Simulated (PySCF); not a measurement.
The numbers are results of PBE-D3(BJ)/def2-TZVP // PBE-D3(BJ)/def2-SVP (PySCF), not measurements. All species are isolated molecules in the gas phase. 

Reference species: [Ta(Cl)(F)4] (neutral, multiplicity 1).

```yaml
coordination_number: 5
mean_distance_from_the_central_atom_to_its_bonded_neighbours: 1.964 Å
HOMO: -9.47 eV
```

Changed species: [Ta(Cl)4(F)] (1 of 5 Cl replaced by F; the reference has 4 of 5 Cl replaced by F).

### Question
What does the change do to the coordination number, mean distance from the central atom to its bonded neighbours and HOMO?

### Answer
the coordination number is nearly the same; the mean distance from the central atom to its bonded neighbours rises by 0.264 Å, to 2.228 Å; the HOMO rises by 1.45 eV, to -8.02 eV.
